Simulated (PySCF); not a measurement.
A geometry optimisation on `[Cl][Sn-]([Cl])[Cl]` ([SnCl3]-).

Computed with PBE0-D3(BJ)/def2-SVP geometry optimisation, gas phase, def2 core potentials past Kr (PySCF 2.14.0). Start geometry: GFN2-xTB. A driver script takes a list of jobs; this job's settings line and coordinates (Å) are shown.

Input:
```
{"job": {"xc": "PBE0", "basis": "def2-SVP", "d3": "d3bj", "grid": 1, "maxiter": 40, "kind": "geom"}, "charge": -1, "multiplicity": 1}
Sn    -0.003550     0.004980     0.857930
Cl     2.216020    -0.032230    -0.275220
Cl    -1.079450     1.931550    -0.303050
Cl    -1.133010    -1.904300    -0.279660
```

Output:
```
step   0  E = -1594.27144735  max force = 0.005537
step   1  E = -1594.27196620  max force = 0.000977
step   2  E = -1594.27199528  max force = 0.000675
step   3  E = -1594.27198584  max force = 0.000586
step   4  E = -1594.27198371  max force = 0.000744
step   5  E = -1594.27199020  max force = 0.000576
step   6  E = -1594.27199772  max force = 0.000631
step   7  E = -1594.27200197  max force = 0.000638
step   8  E = -1594.27200584  max force = 0.000782
step   9  E = -1594.27200350  max force = 0.000602
step  10  E = -1594.27200353  max force = 0.000605
optimisation converged
```

Energies in Eh; «max force» is the largest Cartesian gradient component in Eh/bohr.

**Question.** How much energy does the optimisation release, in kcal/mol?

**Answer.** E(step 0) − E(last step) = 0.000556 Eh, which is 0.3 kcal/mol.

**Question.** Give the first gradient maximum in eV/Å.

**Answer.** With 1 Eh/bohr = 51.422 eV/Å, 0.285 eV/Å.

Summary of the converged run: final energy -1594.27200 Eh after 10 steps.

**Question.** Give the final coordinates.

**Answer.** 0.059 Å rms from the input after alignment:
```
atom  x, y, z in Å
Sn1    0.0299    0.0076    0.9199
Cl2    2.1524   -0.0315   -0.3825
Cl3   -1.0785    1.8830   -0.2756
Cl4   -1.1038   -1.8592   -0.2618
```

Hardware: Arm Neoverse V1, one thread, shared host. Cost: 28 s of wall time.
Labels such as C1 count atoms from 1, the log's own numbers from 0.
